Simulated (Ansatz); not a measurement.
Computed with Ansatz.

Basis-set series for B2F4H2, SMILES `F[B@H-]1[F+][B@H-](F)[F+]1`. The species carries charge 0 and has multiplicity 1. All single points use the PBE0-D4/def2-TZVP geometry.

| functional | basis | functions | energy (Eh) | HOMO (eV) | LUMO (eV) |
| --- | --- | --- | --- | --- | --- |
| PBE0-D4 | def2-SVP | 94 | -449.68840 | -10.30 | 1.15 |
| PBE0-D4 | def2-TZVPP | 214 | -450.22893 | -10.38 | 0.63 |
| ωB97M-V | def2-SVP | 94 | -450.01529 | -12.64 | 3.19 |
| ωB97M-V | def2-TZVPP | 214 | -450.56597 | -12.75 | 2.27 |

Problem. Give the rows for def2-QZVPP. (An estimate is asked.)

Solution. The calculation gave: 
| functional | basis | functions | energy (Eh) | HOMO (eV) | LUMO (eV) |
| --- | --- | --- | --- | --- | --- |
| PBE0-D4 | def2-QZVPP | 402 | -450.25227 | -10.39 | 0.42 |
| ωB97M-V | def2-QZVPP | 402 | -450.58754 | -12.77 | 1.66 |

Positive LUMOs are unbound and depend on the basis.
